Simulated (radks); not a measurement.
Task: Valence configurations of Lu (all share [Xe]). Calculated with a radial shooting solver on a logarithmic mesh with Libxc functionals: Dirac Kohn-Sham, PBE, spin-unpolarised, spherical densities, point nucleus; open shells are shared between the two j in proportion to 2j + 1. Order these by energy: 4f14 6s2 6p1; 4f14 5d1 6s1.5 6p0.5; 4f13 5d2 6s2; 4f14 5d2 6s1; 4f13.5 5d1.5 6s2; 4f12 5d1 6p4; 4f14 5d1 6p2; 4f12 5d1 6s2 6p2; 4f14 5d1 6s2; 4f13 5d1 6s2 6p1.

Result: From the lowest, in eV above it: 4f14 5d1 6s2 0.000; 4f14 6s2 6p1 0.923; 4f14 5d1 6s1.5 6p0.5 1.673; 4f14 5d2 6s1 3.002; 4f13.5 5d1.5 6s2 4.643; 4f14 5d1 6p2 6.983; 4f13 5d2 6s2 10.807; 4f13 5d1 6s2 6p1 12.870; 4f12 5d1 6s2 6p2 36.129; 4f12 5d1 6p4 46.440. NIST lists [Xe] 4f14 5d1 6s2 as the ground configuration; this level of theory agrees among the configurations tried. The energies are those of spherical spin-averaged densities, not of single terms.
